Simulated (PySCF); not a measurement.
## [Gd(H2O)3]3+ relaxed at several levels

Computed with PySCF 2.14.0, def2-SVP on the ligands, density fitting, scalar-relativistic core potentials, no spin-orbit coupling, vacuum. Each row is relaxed at its own level from the same template. Distances are means of the shortest metal–ligand contacts, charges and spins Mulliken's; removal energies are rigid, with the ligand's formal charge and no counterpoise, so too large; for an anion taken off a cation in vacuum most of it is the attraction of opposite charges, and multiply charged cations can part far more cheaply with an electron moved from ligand to metal. lcecp potentials hold a fixed number of 4f electrons in the core, out of states, spins and gaps.

```json
{"level": "B3LYP", "basis on the metal": "lcecp-1-SVP with ECP53", "point group": "D3", "M–H2O (Å)": "2.289", "charge on M (e)": "1.95", "removal of one H2O (eV)": "3.79", "strongest infrared band, degenerate modes summed (cm⁻¹)": "3516", "unstable modes (below −25 cm⁻¹)": "0 (lowest -18 cm⁻¹, within noise)"}
{"level": "TPSS", "basis on the metal": "lcecp-1-SVP with ECP53", "point group": "D3", "M–H2O (Å)": "2.285", "charge on M (e)": "1.91", "removal of one H2O (eV)": "3.77", "strongest infrared band, degenerate modes summed (cm⁻¹)": "–", "unstable modes (below −25 cm⁻¹)": "not given"}
```

(1) What does the calculation give for PBE0, lcecp-1-SVP with ECP53?

Members with unstable modes aren't minima as they stand: saddle points kept by symmetry or, where the modes are soft, flat surfaces and noise. Moved off a saddle point of the template and relaxed again: B3LYP, TPSS. One start shape was tried for each, so a minimum needn't be the lowest isomer.

## Answers

(1) point group: D3h, M–H2O (Å): 2.290, charge on M (e): 2.02, removal of one H2O (eV): 3.70, unstable modes (below −25 cm⁻¹): 4.
```xyz
10

Gd    0.0000    0.0000    0.0000
O     2.2905    0.0000    0.0000
H     2.9079    0.0000    0.7709
H     2.9079    0.0000   -0.7709
O    -1.1452    1.9836    0.0000
H    -1.4539    2.5183    0.7709
H    -1.4539    2.5183   -0.7709
O    -1.1452   -1.9836    0.0000
H    -1.4539   -2.5183    0.7709
H    -1.4539   -2.5183   -0.7709
```
